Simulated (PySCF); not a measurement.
Compound: ethyl vinyl sulfone, C4H8O2S.
Structure used (GFN2-xTB), in Å, numbered top down from 1:
```xyz
15
C4H8O2S angstrom
C      2.300    0.156    0.790
C      1.290   -0.604    0.434
S      0.382   -0.226   -1.075
O      1.184    0.650   -1.887
O     -0.062   -1.468   -1.649
C     -1.080    0.706   -0.503
C     -1.873   -0.150    0.457
H      2.892   -0.024    1.673
H      2.572    0.996    0.171
H      0.948   -1.484    0.949
H     -1.642    0.940   -1.403
H     -0.702    1.621   -0.057
H     -2.840    0.300    0.674
H     -1.337   -0.278    1.395
H     -2.035   -1.128    0.009
```

Vertical excitations from PySCF (density fitting, frozen core in the response, grid level 2 and gas phase unless stated; continuum runs use non-equilibrium linear response for the excitations) on a GFN2-xTB geometry. Reference run:

```csv
settings,"S1, eV (f)","S2, eV (f)","S3, eV (f)","S4, eV (f)","S5, eV (f)","S6, eV (f)","T1, eV (Tamm–Dancoff)",mean α (au)
"PBE0/def2-SVPD, full TDDFT, 6 singlets",5.58 (0.002),6.17 (0.002),6.69 (0.003),6.93 (0.025),7.52 (0.312),7.71 (0.026),4.38,74.7
```

Question: What do these settings give: (1) wB97X-D/def2-SVP, IEF-PCM chloroform, full TDDFT, 6 singlets; (2) PW91/def2-SVPD, IEF-PCM chloroform, damping 0.2 at the start, DIIS from the seventh cycle, fitting basis def2-qzvpp-jkfit, full TDDFT, 3 singlets?

Answer: 
| settings | S1, eV (f) | S2, eV (f) | S3, eV (f) | S4, eV (f) | S5, eV (f) | S6, eV (f) | T1, eV (Tamm–Dancoff) | mean α (au) |
| --- | --- | --- | --- | --- | --- | --- | --- | --- |
| wB97X-D/def2-SVP, IEF-PCM chloroform, full TDDFT, 6 singlets | 6.18 (0.004) | 7.06 (0.002) | 7.51 (0.422) | 7.57 (0.028) | 7.85 (0.078) | 8.63 (0.006) | 4.59 | 75.1 |
| PW91/def2-SVPD, IEF-PCM chloroform, damping 0.2 at the start, DIIS from the seventh cycle, fitting basis def2-qzvpp-jkfit, full TDDFT, 3 singlets | 4.93 (0.002) | 5.35 (0.002) | 5.79 (0.004) | – | – | – | 4.45 | 96.2 |

(1) S1 moves by +0.60 eV; functional, basis and environment change together, so the shift can't be laid on one. (2) S1 moves by -0.65 eV; functional and environment change together, so the shift can't be laid on one. States are counted by energy in each run and needn't keep their character from row to row.

Question: Give the leading configurations of S1 (H = HOMO, L = LUMO) and the HOMO–LUMO gap of each run.

Answer: 
```json
{"settings": "PBE0/def2-SVPD, full TDDFT, 6 singlets", "S1 configurations (weight)": "H→L 0.98", "S1 (eV)": "5.58", "orbital gap (eV)": "6.96", "S1 − gap (eV)": "-1.38"}
{"settings": "wB97X-D/def2-SVP, IEF-PCM chloroform, full TDDFT, 6 singlets", "S1 configurations (weight)": "H→L 0.95", "S1 (eV)": "6.18", "orbital gap (eV)": "10.89", "S1 − gap (eV)": "-4.71"}
{"settings": "PW91/def2-SVPD, IEF-PCM chloroform, damping 0.2 at the start, DIIS from the seventh cycle, fitting basis def2-qzvpp-jkfit, full TDDFT, 3 singlets", "S1 configurations (weight)": "H→L 0.98", "S1 (eV)": "4.93", "orbital gap (eV)": "4.83", "S1 − gap (eV)": "+0.10"}
```

One conformer (not necessarily the lowest) at the GFN2-xTB geometry, without vibrations or thermal averaging.
